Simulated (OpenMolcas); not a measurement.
Pd2+: moving or changing the point charges

Pd2+ among 8 point charges of -1 e arranged as a cube (Oh), 1.93 Å from the ion.

```json
{
  "Program": "OpenMolcas 26.06",
  "Method": "SS-CASPT2, IPEA 0.25 Eh, imaginary shift 0.1 Eh (closed shells correlated: 4s 4p)",
  "Basis": "ANO-RCC-VTZP [7s6p4d2f1g]",
  "Scalar Hamiltonian": "DKH2, point nucleus",
  "Active space": "8 electrons in 5 orbitals (4d)",
  "State averaging": "2S+1 = 3 even, 10 roots; 2S+1 = 1 even, 15 roots",
  "Spin-orbit coupling": "RASSI with atomic mean-field integrals over the reference wave functions"
}
```

Runs around this geometry, states (labels of O, the rotations of Oh). Energies in cm-1 above the lowest state or level, χT in cm3 K/mol; under a threefold ground state the first gap can be a small split of the lowest multiplet, not the spin-orbit step; 10Dq and B are least-squares fits to the states below 45000 cm-1, weighted by degeneracy, with a free offset, and given where the rms deviation is under 5 % of |10Dq| (or 100 cm-1) and under 700 cm-1; 10Dq is negative for this site.

```tsv
R (Å)	q (e)	Ground state	First state of that spin	10Dq	B (rms of fit)	First gap with spin-orbit (degeneracies)	χT at 300 K	First state of another spin
1.93	-0.65	3T1	3T2 2610			600 (1, 3)	2.354	1T2 9970
1.76	-1	3T1	3T2 7420	-8319	683 (308)	900 (1, 3)	1.565	1T2 10970
1.93	-1	3T1	3T2 4260			760 (1, 3)	1.925	1T2 10550
2.02	-1	3T1	3T2 3700			710 (1, 3)	2.043	1T2 10360
```

Taking the first state of the same spin as R^-n, n = -ln(3700 / 7420) / ln(2.02 / 1.76) = 5.1 between the shortest and longest distance.

Scaling the charges by -0.65 / -1 = 0.65 scales the first state of the same spin by 2610 / 4260 = 0.61; with fixed orbitals a first-order splitting would follow the charge.

Roots that are degenerate in the reference are averaged as groups; the widest CASPT2 spread within a group is 490 cm-1 (the 3-fold group of multiplicity 1 near 22500 cm-1 above the lowest state of its run, R = 1.76, q = -1). Shifts and gaps below about the spread of the groups concerned are not significant. An orbital triplet at a regular site is open to Jahn-Teller coupling, which can distort the site and quench the lowest spin-orbit gaps and is left out. Real 4d8 and 5d8 ions are as a rule square planar and diamagnetic. Free-ion shares, where given, are those of the reference states; single-state CASPT2 does not remix them. Point charges carry no covalency, so the field is a model and not that of real ligands. No measured value stands beside these numbers.
